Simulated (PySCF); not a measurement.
# Electronic structure of I⁺ (iodine, charge +1) at the LDA level

Configuration: [Kr] 4d10 5s2 5p3 6s1, high-spin 5S determinant (an excited configuration). Computed with PySCF 2.14 in aug-cc-pVQZ-PP with ECP28MDF, with a scalar-relativistic core potential.

| Quantity | Value |
| --- | --- |
| Total energy | -294.5164 hartree |
| One-electron energy | -501.2467 hartree |
| Hartree (Coulomb) energy | 227.8729 hartree |
| Exchange-correlation energy | -21.1426 hartree |
| ⟨S²⟩ | 6.0004 |
| ⟨L²⟩ | 0.000 |
| Sum of ⟨r⟩ | 30.93 bohr |
| Sum of ⟨r²⟩ | 65.08 bohr² |

```tsv
shell	electrons	mean orbital energy (hartree)	rms radius, mean of both spins (bohr)
4s α	1	-7.13269	0.796
4s β	1	-7.12033	0.796
4p α	3	-5.17250	0.856
4p β	3	-5.15939	0.856
4d α	5	-2.35362	1.00
4d β	5	-2.33449	1.00
5s α	1	-1.14446	1.99
5s β	1	-1.06556	1.99
5p α	3	-0.72097	2.38
6s α	1	-0.27009	4.95
```

Energies and moments cover only the electrons outside the core potential. The outer electron is Rydberg-like, and this basis confines it to a smaller radius and binds it less than a complete one would.
